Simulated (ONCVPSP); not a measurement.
# Ranking ONCV potentials for Li (Z = 3)

All share these settings but for the change named:

ONCVPSP 4.0.1 input, shortened (lines: element, Z, core and valence counts, functional; n l f; lmax; l rc ep ncon nbas qcut; lloc lpopt rc5 dvloc0; l nproj debl; icmod fcfact rcfact), PBEsol, scalar-relativistic:

```
  Li 3.00    0    2  -116133      upf
    1    0    2.00
    2    0    1.00
    2
    0    1.00    0.00    3    6   14.60
    1    0.95    0.37    4    7    9.00
    2    1.00    0.30    4    7    8.90
    4    5    0.85    0.00
    0    2    2.40
    1    2    1.30
    2    1    0.80
    0    0.00    0.00
```

Cutoff: the first of the cutoffs (Ha) at which the residual kinetic energy of the hardest occupied pseudo-wave falls to 1 and 0.1 mHa per electron; the density cutoff is not measured.

The base gives 56 Ha.

Of 4 variants that were run, those that failed, showed a ghost or another fault, or gave nearly equal values are left out.

A variant can come out equal or close to the base.

(1) Rank these variants from softest to hardest (loose cutoff).
A. core [He], valence charge 1; reference 2s1; waves now 2s: rc 2.60 bohr, ncon 5, nbas 9, qcut 2 1/bohr, 2 projectors, debl 2.8 Ha; p scattering state at 0.14 Ha: rc 2.55 bohr, ncon 5, nbas 10, qcut 3.4 1/bohr, 1 projector; d scattering state at 0.14 Ha: rc 2.65 bohr, ncon 3, nbas 8, qcut 3.7 1/bohr, 2 projectors, debl 1 Ha; local potential polynomial inside 2.40 bohr (lpopt 3, dvloc0 0 Ha); core correction Teter function, fcfact 2, rcfact 1.35
B. d: rc 1.08
C. all radii scaled by about 1.32 (s 1.32, p 1.26, d 1.32 bohr); local potential polynomial inside 1.12 bohr (lpopt 5, dvloc0 0 Ha)

## Answers

(1) A (2 Ha), C (37 Ha), B (56 Ha).
